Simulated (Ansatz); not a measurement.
Computed with Ansatz.

A structure relaxed at PBE0-D4/def2-TZVP, charge 0, multiplicity 1:

```json
{"atom": "C1", "x (Å)": "-1.1619", "y (Å)": "-0.7044", "z (Å)": "-1.6388"}
{"atom": "S2", "x (Å)": "-1.3993", "y (Å)": "0.7582", "z (Å)": "-0.6112"}
{"atom": "S3", "x (Å)": "-1.0030", "y (Å)": "0.0382", "z (Å)": "1.2693"}
{"atom": "B4", "x (Å)": "0.8072", "y (Å)": "0.3872", "z (Å)": "1.3873"}
{"atom": "O5", "x (Å)": "1.4913", "y (Å)": "1.0166", "z (Å)": "0.4049"}
{"atom": "O6", "x (Å)": "1.4056", "y (Å)": "-0.0276", "z (Å)": "2.5310"}
{"atom": "H7", "x (Å)": "-1.3821", "y (Å)": "-0.3950", "z (Å)": "-2.6631"}
{"atom": "H8", "x (Å)": "-1.8535", "y (Å)": "-1.4921", "z (Å)": "-1.3435"}
{"atom": "H9", "x (Å)": "-0.1344", "y (Å)": "-1.0617", "z (Å)": "-1.5795"}
{"atom": "H10", "x (Å)": "0.8911", "y (Å)": "1.2783", "z (Å)": "-0.3120"}
{"atom": "H11", "x (Å)": "2.3390", "y (Å)": "0.2024", "z (Å)": "2.5558"}
```

**Question.** Give its formula and SMILES.

**Answer.** CH5BO2S2, `CSSB(O)O`.

**Question.** Summarise the bond lengths by kind.

**Answer.** 1 × C–S 1.803 Å; 3 × C–H 1.089 to 1.092 Å; 1 × S–S 2.052 Å; 1 × B–S 1.847 Å; 2 × B–O 1.352 to 1.356 Å; 2 × H–O 0.962 to 0.971 Å.
